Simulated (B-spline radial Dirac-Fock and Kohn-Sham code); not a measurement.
## Compton profile of I³⁺

System: iodine as I³⁺, [Kr] 4d10 5s1 5p3 (an excited configuration).

The run's input, task.json:

```json
{"items": [{
  "Z": 53,
  "q": 3,
  "cfg": [[1, 0, 2], [2, 0, 2], [2, 1, 6], [3, 0, 2], [3, 1, 6], [3, 2, 10], [4, 0, 2], [4, 1, 6], [4, 2, 10], [5, 0, 1], [5, 1, 3]],
  "A": 127,
  "rrms": 4.75,
  "do": ["scatter"],
  "s": [0.0, 0.06, 0.07, 0.09, 0.1, 0.12, 0.14, 0.17, 0.2, 0.24, 0.28, 0.33, 0.39, 0.46, 0.54, 0.64, 0.75, 0.88, 1.04, 1.23, 1.45, 1.71, 2.02],
  "pz": [0, 0.1, 0.2, 0.3, 0.4, 0.5, 0.6, 0.8, 1.0, 1.2, 1.4, 1.6, 1.8, 2.0, 2.5, 3.0, 4.0, 5.0, 7.0, 10.0, 15.0, 20.0, 30.0, 40.0, 60.0, 100.0],
  "hv_scatter": [1000, 2000, 5000, 8047.8, 10000, 17479.3, 100000, 500000]
}]}
```

Command: `python xray_run.py task.json out`

The computed values come from a B-spline atomic structure program: the impulse approximation on configuration-average Dirac-Fock orbitals. pz is in atomic units of momentum; subshell profiles are per electron, for a selection of subshells; open shells are spread over both j values by their weights.

| pz | J total | J 3p1/2 | J 3d3/2 | J 4d3/2 | J 5p3/2 |
| --- | --- | --- | --- | --- | --- |
| 0.5 | 6.499 | 0.0748 | 0.0515 | 0.157 | 0.453 |
| 0.6 | 6.248 | 0.0748 | 0.0515 | 0.157 | 0.408 |
| 0.8 | 5.694 | 0.0748 | 0.0515 | 0.157 | 0.294 |
| 1 | 5.175 | 0.0747 | 0.0515 | 0.156 | 0.181 |
| 1.2 | 4.757 | 0.0746 | 0.0515 | 0.153 | 0.0980 |
| 1.4 | 4.433 | 0.0744 | 0.0515 | 0.150 | 0.0499 |
| 1.6 | 4.163 | 0.0742 | 0.0515 | 0.144 | 0.0277 |
| 1.8 | 3.912 | 0.0738 | 0.0515 | 0.136 | 0.0201 |
| 2 | 3.659 | 0.0733 | 0.0515 | 0.127 | 0.0186 |
| 2.5 | 3.018 | 0.0714 | 0.0514 | 0.0994 | 0.0174 |
| 3 | 2.440 | 0.0685 | 0.0511 | 0.0710 | 0.0124 |
| 4 | 1.667 | 0.0597 | 0.0496 | 0.0294 | 0.00358 |
| 5 | 1.279 | 0.0480 | 0.0467 | 0.0105 | 0.00128 |
| 7 | 0.8735 | 0.0246 | 0.0368 | 0.00318 | 0.00103 |
| 10 | 0.5013 | 0.00635 | 0.0202 | 0.00275 | 0.000322 |
| 15 | 0.2206 | 0.00245 | 0.00549 | 0.000959 | 5.66e-05 |
| 20 | 0.1128 | 0.00214 | 0.00142 | 0.000256 | 5.04e-05 |
| 30 | 0.03857 | 0.000748 | 0.000120 | 2.17e-05 | 1.65e-05 |
| 40 | 0.01675 | 0.000215 | 1.51e-05 | 2.69e-06 | 4.27e-06 |
| 60 | 0.004512 | 2.41e-05 | < 1e-6 | < 1e-6 | < 1e-6 |
| 100 | 0.0006247 | 1.13e-06 | < 1e-6 | < 1e-6 | < 1e-6 |

Q: What is the peak value J(0), and which subshell contributes most to it?

A: J(0) = 7.072. The 5p3/2 subshell gives the largest part, 15 %.

Mean momentum ⟨p⟩ by subshell (a.u.): 1s1/2 49.2, 2s1/2 17.4, 2p1/2 23.3, 2p3/2 22.0, 3s1/2 8.49, 3p1/2 10.1, 3p3/2 9.77, 3d3/2 11.6, 3d5/2 11.5, 4s1/2 4.00, 4p1/2 4.43, 4p3/2 4.28, 4d3/2 4.40, 4d5/2 4.34, 5s1/2 1.53, 5p1/2 1.57, 5p3/2 1.52.
